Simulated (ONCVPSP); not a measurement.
**Building the ONCV potential for scandium (LDA (Perdew-Zunger), scalar-relativistic).**

ONCVPSP 4.0.1 was run on this input:

```
# ATOM AND REFERENCE CONFIGURATION
# atsym  z   nc   nv     iexc    psfile
  Sc 21.00    3    4        3      upf
#
#   n    l    f
    1    0    2.00
    2    0    2.00
    2    1    6.00
    3    0    2.00
    3    1    6.00
    3    2    1.00
    4    0    1.00
#
# PSEUDOPOTENTIAL AND OPTIMIZATION
# lmax
    2
#
#   l,   rc,      ep,       ncon, nbas, qcut
    0    1.90    0.00    5    9    6.10
    1    1.80    0.00    5    9    6.40
    2    2.10    0.00    4    9    6.20
#
# LOCAL POTENTIAL
# lloc, lpopt,  rc(5),   dvloc0
    4    5    1.20    0.00
#
# VANDERBILT-KLEINMAN-BYLANDER PROJECTORs
# l, nproj, debl
    0    2    1.10
    1    2    3.80
    2    3    0.40
#
# MODEL CORE CHARGE
# icmod, fcfact, rcfact
    3    5.75    1.05
#
# LOG DERIVATIVE ANALYSIS
# epsh1, epsh2, depsh
   -4.00    5.00    0.02
#
# OUTPUT GRID
# rlmax, drl
    6.00    0.01
#
# TEST CONFIGURATIONS
# ncnf
    4
# nvcnf
#   n    l    f
    4
    3    0    2.00
    3    1    6.00
    3    2    1.00
    4    0    2.00
#
    4
    3    0    2.00
    3    1    6.00
    3    2    1.00
    4    0    0.00
#
    4
    3    0    2.00
    3    1    6.00
    3    2    0.00
    4    0    0.00
#
    5
    3    0    2.00
    3    1    6.00
    3    2    1.00
    4    0    0.00
    4    1    1.00
#
```

Command:

```bash
oncvpsp.x < Sc.dat > Sc.out
```

Output (shortened: citation, most of the input echo, consistency checks and plot data are left out):

```
ONCVPSP  (Optimized Norm-Conservinng Vanderbilt PSeudopotential)
scalar-relativistic version 4.0.1

#   n    l    f        energy (Ha)
    1    0    2.00    -1.6141671E+02
    2    0    2.00    -1.7641622E+01
    2    1    6.00    -1.4520933E+01
    3    0    2.00    -2.2706995E+00
    3    1    6.00    -1.4932637E+00
    3    2    1.00    -3.7589082E-01
    4    0    1.00    -3.6600463E-01

Reference configufation results
  iterations    24
  all-electron total energy (Ha)   -7.62057511D+02

Begin loop to  construct optimized pseudo wave functions
and semi-local pseudopoentials for all angular momenta

Calculating optimized projector #   1

 for l=   0

    Fraction of norm inside rc  0.960949
    Optimizing pswf for qcut=   6.10 a_B^-1,  ecut=  18.61 Ha
    Residual kinetic energy error=  3.07D-05 Ha

    Energy error per electron        Cutoff
         Ha          eV             Ha
         0.01000     0.27211        5.22
         0.00100     0.02721       13.12
         0.00010     0.00272       16.65
         0.00001     0.00027       40.55

Calculating optimized projector #   2

 for l=   0

    Fraction of norm inside rc  0.078608
    Optimizing pswf for qcut=   6.10 a_B^-1,  ecut=  18.61 Ha
    Residual kinetic energy error=  2.40D-05 Ha

    Energy error per electron        Cutoff
         Ha          eV             Ha
         0.01000     0.27211        3.92
         0.00100     0.02721       11.52
         0.00010     0.00272       16.15
         0.00001     0.00027       25.75

   Wellstate for l =  1  n =  6
     eigenvalue =   2.3067
     asymptotic potential =   2.8067
     half-point radius =  3.9921

Calculating optimized projector #   1

 for l=   1

    Fraction of norm inside rc  0.898770
    Optimizing pswf for qcut=   6.39 a_B^-1,  ecut=  20.43 Ha
    Residual kinetic energy error=  4.34D-05 Ha

    Energy error per electron        Cutoff
         Ha          eV             Ha
         0.01000     0.27211       12.69
         0.00100     0.02721       16.18
         0.00010     0.00272       19.48
         0.00001     0.00027       38.11

Calculating optimized projector #   2

 for l=   1

    Fraction of norm inside rc  0.098387
    Optimizing pswf for qcut=   6.39 a_B^-1,  ecut=  20.43 Ha
    Residual kinetic energy error=  5.86D-05 Ha

    Energy error per electron        Cutoff
         Ha          eV             Ha
         0.01000     0.27211       12.39
         0.00100     0.02721       16.33
         0.00010     0.00272       19.73
         0.00001     0.00027       29.21

   Wellstate for l =  2  n =  4
     eigenvalue =   0.0241
     asymptotic potential =   0.5241
     half-point radius =  7.0670

   Wellstate for l =  2  n =  5
     eigenvalue =   0.4241
     asymptotic potential =   0.9241
     half-point radius =  7.2092

Calculating optimized projector #   1

 for l=   2

    Fraction of norm inside rc  0.732704
    Optimizing pswf for qcut=   6.21 a_B^-1,  ecut=  19.27 Ha
    Residual kinetic energy error=  1.36D-04 Ha

    Energy error per electron        Cutoff
         Ha          eV             Ha
         0.01000     0.27211       14.02
         0.00100     0.02721       16.89
         0.00010     0.00272       21.08
         0.00001     0.00027       67.38

Calculating optimized projector #   2

 for l=   2

    Fraction of norm inside rc  0.118229
    Optimizing pswf for qcut=   6.21 a_B^-1,  ecut=  19.27 Ha
    Residual kinetic energy error=  9.49D-05 Ha

    Energy error per electron        Cutoff
         Ha          eV             Ha
         0.01000     0.27211       12.97
         0.00100     0.02721       16.45
         0.00010     0.00272       19.64
         0.00001     0.00027       36.11

Calculating optimized projector #   3

 for l=   2

    Fraction of norm inside rc  0.084716
    Optimizing pswf for qcut=   6.21 a_B^-1,  ecut=  19.27 Ha
    Residual kinetic energy error=  2.26D-04 Ha

    Energy error per electron        Cutoff
         Ha          eV             Ha
         0.01000     0.27211       13.71
         0.00100     0.02721       17.36
         0.00010     0.00272       20.57
         0.00001     0.00027       39.52

Construct Vanderbilt / Kleinmman-Bylander projectors

B matrix Hermiticity error, ll=   0
   1   2    1.2289E-04

  Orthonormal projector coefficients  6.8905E+00  1.1909E+00

B matrix Hermiticity error, ll=   1
   1   2    2.2218E-04

  Orthonormal projector coefficients  3.4300E+00  5.9325E-01

B matrix Hermiticity error, ll=   2
   1   2    1.8593E-05
   1   3   -3.2944E-05
   2   3    8.7215E-06

  Orthonormal projector coefficients  6.3347E+02 -2.4542E+00 -1.4933E+00

Model core correction analysis
  based on d2Exc/dn_idn_j

d2excae - all-electron derivatives

   -3.894804D-02   -3.585986D-02   -2.393253D-02   -3.543427D-03
   -3.586012D-02   -3.403952D-02   -2.417202D-02   -4.705918D-03
   -2.393308D-02   -2.417225D-02   -2.349842D-02   -1.495843D-02
   -3.543027D-03   -4.704464D-03   -1.494019D-02   -4.178249D-02

d2excps - pseudofunction derivatives with no core correction

   -4.631774D-02   -3.957693D-02   -2.381232D-02   -4.446115D-03
   -3.957761D-02   -3.767355D-02   -2.591645D-02   -5.037089D-03
   -2.381245D-02   -2.591645D-02   -2.632637D-02   -1.475132D-02
   -4.446008D-03   -5.035667D-03   -1.473310D-02   -4.187990D-02

rms 2nd derivative error    2.636420E-03

rmatch, rhocmatch    0.5748   12.8204

Teter function model core charge with specified parameters

d2excps - pseudofunction derivatives with core correction

   -4.056185D-02   -3.733387D-02   -2.350162D-02   -3.829640D-03
   -3.733392D-02   -3.654711D-02   -2.572943D-02   -4.803887D-03
   -2.350164D-02   -2.572939D-02   -2.628874D-02   -1.472020D-02
   -3.829254D-03   -4.802443D-03   -1.470197D-02   -4.181362D-02

rms 2nd derivative error    1.287986E-03

Pseudoatom total energy  -46.363359

Diagnostic tests using Vanderbilt-Kleinman-Bylander pseudopotentials
  1 or more projectors used as specified by nproj input data

   l    rcore       rmatch      e in        delta e   norm test  slope test

   0   1.9016927   1.9594322  -2.2706995   0.0000011   1.0001013   1.0000923
   0   1.9016927   1.9594322  -0.3660046   0.0000018   1.0000209   1.0000170

   1   1.8020154   1.8567285  -1.4932637  -0.0000002   1.0000631   1.0000696
   1   1.8020154   1.8567285   2.3067363   0.0000479   1.0001281   1.0001281

   2   2.1052613   2.1691816  -0.3758908  -0.0000010   1.0000475   1.0000490
   2   2.1052613   2.1691816   0.0241092  -0.0000000   1.0000968   1.0000968
   2   2.1052613   2.1691816   0.4241092   0.0000036   1.0001130   1.0001130

 Testing for bound ghosts
   n   l    E NL Schr. Eq   E Basis Diag.   E Cutoff

   1   0       -2.270698       -2.270698     96.99
   2   0       -0.366003       -0.334348     96.99

   2   1       -1.493264       -1.493253    122.01

   3   2       -0.375892       -0.374726    125.04

 Testing for highly-localized positive-energy ghosts
       l    <radius>/rc     E Basis Diag.   E Cutoff

       2        0.838797       39.892876    125.04  WARNING - GHOST(+)

       2        0.286290       68.840966    125.04  WARNING - GHOST(+)

       2        0.559006      695.890936    125.04  WARNING - GHOST(+)

Test configuration 0

   n   l     f        eae           eps        diff
   1   0  2.0000 -161.41670599
   2   0  2.0000  -17.64162224
   2   1  6.0000  -14.52093261
   3   0  2.0000   -2.27069954   -2.27069842    1.12D-06
   3   1  6.0000   -1.49326369   -1.49326388   -1.93D-07
   3   2  1.0000   -0.37589082   -0.37589186   -1.04D-06
   4   0  1.0000   -0.36600463   -0.36600278    1.85D-06

    Total energies and differences
      AE_ref= -7.62057511D+02  AE_tst= -7.62057511D+02  dif=  0.00D+00
      PS_ref= -4.63633588D+01  PS_tst= -4.63633588D+01  dif=  7.11D-15
      PSP excitation error= -7.11D-15

Test configuration 1

   n   l     f        eae           eps        diff
   1   0  2.0000 -161.15208803
   2   0  2.0000  -17.38102968
   2   1  6.0000  -14.25998985
   3   0  2.0000   -2.01043077   -2.00926338    1.17D-03
   3   1  6.0000   -1.23334404   -1.23267433    6.70D-04
   3   2  1.0000   -0.12586580   -0.12559935    2.66D-04
   4   0  2.0000   -0.15795704   -0.15796444   -7.40D-06

    Total energies and differences
      AE_ref= -7.62057511D+02  AE_tst= -7.62317225D+02  dif= -2.60D-01
      PS_ref= -4.63633588D+01  PS_tst= -4.66230850D+01  dif= -2.60D-01
      PSP excitation error=  1.21D-05

Test configuration 2

   n   l     f        eae           eps        diff
   1   0  2.0000 -161.73267627
   2   0  2.0000  -17.95183583
   2   1  6.0000  -14.83162891
   3   0  2.0000   -2.57823434   -2.58015403   -1.92D-03
   3   1  6.0000   -1.79947683   -1.80058497   -1.11D-03
   3   2  1.0000   -0.66616502   -0.66659412   -4.29D-04

    Total energies and differences
      AE_ref= -7.62057511D+02  AE_tst= -7.61581201D+02  dif=  4.76D-01
      PS_ref= -4.63633588D+01  PS_tst= -4.58869901D+01  dif=  4.76D-01
      PSP excitation error= -5.93D-05

Test configuration 3

   n   l     f        eae           eps        diff
   1   0  2.0000 -162.35255804
   2   0  2.0000  -18.60571938
   2   1  6.0000  -15.48238701
   3   0  2.0000   -3.16745381   -3.15369865    1.38D-02
   3   1  6.0000   -2.37507845   -2.36183508    1.32D-02

    Total energies and differences
      AE_ref= -7.62057511D+02  AE_tst= -7.60659163D+02  dif=  1.40D+00
      PS_ref= -4.63633588D+01  PS_tst= -4.49718950D+01  dif=  1.39D+00
      PSP excitation error=  6.88D-03

Test configuration 4

   n   l     f        eae           eps        diff
   1   0  2.0000 -161.46094694
   2   0  2.0000  -17.68522861
   2   1  6.0000  -14.56443102
   3   0  2.0000   -2.31449726   -2.31540537   -9.08D-04
   3   1  6.0000   -1.53651030   -1.53700429   -4.94D-04
   3   2  1.0000   -0.41406858   -0.41421510   -1.47D-04
   4   1  1.0000   -0.25926680   -0.25928522   -1.84D-05

    Total energies and differences
      AE_ref= -7.62057511D+02  AE_tst= -7.61928781D+02  dif=  1.29D-01
      PS_ref= -4.63633588D+01  PS_tst= -4.62346236D+01  dif=  1.29D-01
      PSP excitation error= -5.54D-06
```

The run took about 6.5 s on one core of a shared server CPU.
